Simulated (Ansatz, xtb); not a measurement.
**Isomers of C5H5BO in order of energy**

3 gas-phase structures of C5H5BO, from a drawn sample of its isomers (lower ones may exist). Each was relaxed with GFN2-xTB; where two conformers were screened, the lower at r2SCAN-D4/def2-SVP is listed:

A. `O=CC1=CBC=C1`, a singlet
B. `O=CB1C=CC=C1`, a singlet
C. `O=CC1=CC=CB1`, a singlet

Problem. Which do you expect lowest at r2SCAN-D4/def2-SVP, and how would the others follow?

Solution. Calculated order at r2SCAN-D4/def2-SVP: C (0.0), A (0.8), B (7.2) kcal/mol. Less than 1 kcal/mol parts C and A, so the order within that pair means little.

Energies above the lowest of each column, in kcal/mol; the last columns are at B3LYP/def2-SVP geometries:

```json
{"structure": "C", "GFN2-xTB": "0.0", "HF/STO-3G": "0.4", "r2SCAN-D4/def2-SVP": "0.0", "B3LYP/def2-SVP": "0.0", "CCSD(T)/def2-SVP + ΔMP2/def2-TZVPP": "0.2"}
{"structure": "A", "GFN2-xTB": "1.1", "HF/STO-3G": "0.0", "r2SCAN-D4/def2-SVP": "0.8", "B3LYP/def2-SVP": "0.7", "CCSD(T)/def2-SVP + ΔMP2/def2-TZVPP": "0.0"}
{"structure": "B", "GFN2-xTB": "14.2", "HF/STO-3G": "7.5", "r2SCAN-D4/def2-SVP": "7.2", "B3LYP/def2-SVP": "4.8", "CCSD(T)/def2-SVP + ΔMP2/def2-TZVPP": "4.1"}
```

CCSD(T)/def2-SVP + ΔMP2/def2-TZVPP has A and C within 1 kcal/mol of each other at the bottom, and every level picks one of them. CCSD(T)/def2-SVP + ΔMP2/def2-TZVPP orders those it was run on as A (0.0), C (0.2), B (4.1) kcal/mol. Less than 1 kcal/mol parts A and C, so the order within that pair means little. Flexible structures stand in one conformer each, not always the lowest. ΔMP2 is the change of the MP2 energy from the smaller to the larger basis.

Programs: Ansatz 0.2.0, xtb 6.7.1.
